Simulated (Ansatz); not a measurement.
Cost and result up the ladder for Ge(CF3)H3 (CH₃F₃Ge) (8 atoms). Charge 0, multiplicity 1. Geometry: PBE-D4/def2-SVP.

Cartesian coordinates in Å:
```
C -0.8397 -0.5090 0.1627
F -1.6497 0.1384 1.0375
F -0.5818 -1.7370 0.6788
F -1.5405 -0.6887 -0.9848
Ge 0.8556 0.5188 -0.1659
H 1.7408 -0.3246 -1.1105
H 1.5454 0.7362 1.1994
H 0.4699 1.8658 -0.8172
```

Ansatz on 2 threads of Arm Neoverse V2 on a shared host. Times are rough, and most runs start from the orbitals of an earlier one. ωB97M-V/def2-TZVP serves as the yardstick here, not as an exact answer. Differences are given only for rows in sets of like size (and for xTB, whose basis is part of the method), since another set adds its own error. Binding counts from free atoms at the same level (C triplet, F doublet, Ge triplet, H doublet; other spins of the atoms weren't run), without zero-point energy or a counterpoise term.

Correlated methods freeze 13 core orbitals; core or outer-core shells of Ge are correlated, in sets that lack core-valence functions. The rows differ in basis, and correlated rows in double-zeta sets carry the largest basis error. Another isomer (singlet) lies 3.98 eV lower at PBE0-D4/def2-TZVP; other spin states weren't run for this one.

Correlated methods converge slowly with the basis, most of all in double-zeta sets.

```json
{"level": "HF/STO-3G", "functions": "41", "wall time": "0.2 s"}
{"level": "PBE-D4/def2-SVP", "functions": "103", "wall time": "1.1 s"}
{"level": "PBE0-D4/def2-SVP", "functions": "103", "wall time": "1.6 s"}
{"level": "HF/def2-TZVP", "functions": "190", "wall time": "1.8 s"}
{"level": "PBE-D4/def2-TZVP (with forces)", "functions": "190", "wall time": "2.5 s"}
{"level": "MP2/def2-TZVP", "functions": "190", "wall time": "2.9 s"}
{"level": "PBE0-D4/def2-TZVP", "functions": "190", "wall time": "3.1 s"}
{"level": "r2SCAN-D4/def2-TZVP", "functions": "190", "wall time": "4.1 s"}
{"level": "B97M-V/def2-TZVP", "functions": "190", "wall time": "8 s"}
{"level": "ωB97M-V/def2-TZVP", "functions": "190", "wall time": "9.5 s"}
{"level": "CCSD(T)/def2-SVP", "functions": "103", "wall time": "11 s"}
```

Q: Estimate what each level gives for the binding energy per atom (eV).

A: 
```json
{"level": "HF/STO-3G", "binding energy per atom (eV)": "2.85", "difference from ωB97M-V/def2-TZVP (eV)": "–"}
{"level": "PBE-D4/def2-SVP", "binding energy per atom (eV)": "3.61", "difference from ωB97M-V/def2-TZVP (eV)": "–"}
{"level": "PBE0-D4/def2-SVP", "binding energy per atom (eV)": "3.47", "difference from ωB97M-V/def2-TZVP (eV)": "–"}
{"level": "HF/def2-TZVP", "binding energy per atom (eV)": "2.33", "difference from ωB97M-V/def2-TZVP (eV)": "-1.09"}
{"level": "PBE-D4/def2-TZVP (with forces)", "binding energy per atom (eV)": "3.53", "difference from ωB97M-V/def2-TZVP (eV)": "0.11"}
{"level": "MP2/def2-TZVP", "binding energy per atom (eV)": "3.40", "difference from ωB97M-V/def2-TZVP (eV)": "-0.02"}
{"level": "PBE0-D4/def2-TZVP", "binding energy per atom (eV)": "3.41", "difference from ωB97M-V/def2-TZVP (eV)": "-0.01"}
{"level": "r2SCAN-D4/def2-TZVP", "binding energy per atom (eV)": "3.45", "difference from ωB97M-V/def2-TZVP (eV)": "0.03"}
{"level": "B97M-V/def2-TZVP", "binding energy per atom (eV)": "3.44", "difference from ωB97M-V/def2-TZVP (eV)": "0.02"}
{"level": "ωB97M-V/def2-TZVP", "binding energy per atom (eV)": "3.42", "difference from ωB97M-V/def2-TZVP (eV)": "0.00"}
{"level": "CCSD(T)/def2-SVP", "binding energy per atom (eV)": "3.23", "difference from ωB97M-V/def2-TZVP (eV)": "–"}
```
